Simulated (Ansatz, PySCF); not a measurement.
Noncovalent pair: HCl (SMILES Cl) (first 2 atoms) with CH2O2 (SMILES O=CO); geometry from B3LYP-D3(BJ)/def2-TZVP, rigid monomers moved along the line of their centres of mass till H2···O3 is 2.09 Å.
(charge 0, multiplicity 1):
```xyz
7

Cl    -0.2707     0.3275    -0.0981
H      0.5869     0.0579     0.8584
O      1.1555    -0.2351     2.8515
C      0.2650    -0.1063     3.6576
O     -0.9989     0.1950     3.3851
H      0.4074    -0.2280     4.7370
H     -1.1159     0.3018     2.4193
```

Interaction energies are E(AB) − E(A) − E(B) at the monomers' geometry in the complex; basis-set methods are counterpoise corrected.

Cores are frozen in the correlated methods.

Codes used: Ansatz (Gaussian orbitals); PySCF for the dispersion terms. 

Question: Predict the interaction energy from CCSD(T)/aug-cc-pV(D+d)Z.

Answer: -241 meV

Question: What interaction energy does B3LYP-D4/def2-TZVPPD give?

Answer: -296 meV

Question: Estimate the interaction energy that PBE0-D4/def2-TZVPPD returns for this input.

Answer: -308 meV

Ansatz is a program for electronic structure.
